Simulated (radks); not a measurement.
All-electron atom: Cu II in [Ar] 3d8 4p2 (not the ground configuration). All-electron calculation, scalar-relativistic Kohn-Sham, PBE, spin-polarised, spherical densities, finite nucleus; open shells are filled with parallel spins first; Fermi nuclear charge, rms radius 3.8823 fm. Program: a radial shooting solver on a logarithmic mesh with Libxc functionals.

Normalised radial functions P(r) = r R(r), r in bohr:

```
   r/bohr * 3p down (the largest magnitude, 1.26, reaches the edge; | marks zero)
 0.005884                             *
 0.007785                             *
  0.01022                             |*
  0.01341                             |*
  0.01761                             |*
  0.02311                             | *
  0.03033                             |   *
  0.03982                             |    *
  0.05226                             |       *
   0.0686                             |         *
  0.09004                             |            *
   0.1182                             |             *
   0.1564                             |            *
   0.2053                             |       *
   0.2694                            *|
   0.3536                *            |
   0.4642      *                      |
   0.6093  *                          |
   0.7997     *                       |
     1.05             *               |
    1.378                     *       |
    1.808                          *  |
    2.393                            *|
    3.141                             *
    4.123                             *
    5.411                             *
    7.103                             *
    9.323                             *
```

3p down: eigenvalue -95.405 eV, 1 radial node at r = 0.260 bohr, <r> = 0.738 bohr, 90 % of the charge inside 1.14 bohr.
